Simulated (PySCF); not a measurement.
# Two-component Hartree-Fock for F (fluorine, neutral)

Start: [He] 2s2 2p5; 2p1/2 filled at m_j = -1/2, +1/2; 2p3/2 filled at m_j = -1/2, +1/2, +3/2. Calculated with PySCF 2.14 in x2c-SVPall-2c (3s2p1d, 14 functions): generalised Hartree-Fock with the X2C-1e Hamiltonian and a Gaussian nucleus; one run each with spin-orbit coupling (SO) switched off, then screened by Boettger's factors.

```
spinor shell  electrons  ε, spin-free (eV)  ε, screened SO (eV)  weight of nominal j (screened SO)  rms radius, screened SO (bohr)
       1s1/2          2            -718.17              -718.16                              1.000                           0.204
       2s1/2          2            -41.864              -41.861                              1.000                            1.11
       2p1/2          2            -19.687              -19.673                              0.662                            1.22
       2p3/2          3            -19.687              -19.698                              0.774                            1.22
```

```
   quantity  spin-free  screened SO
E (hartree)  -99.36757    -99.36822
        M_J        3/2          3/2
       ⟨J²⟩      3.753        3.753
       ⟨L²⟩      2.002        2.002
       ⟨S²⟩      0.752        0.752
```

Each row is a mean over spinors that exchange with the open shell spreads, by up to 5.228 eV (2s1/2).

Rows whose weight is well below 1 are mixtures of j = l ± 1/2: exchange outweighs spin-orbit coupling there, and the label is only the starting occupation.

Without spin-orbit coupling the j labels of p, d and f shells carry no meaning; the spin-free column gives the mean over the occupied spinors of each nl shell.
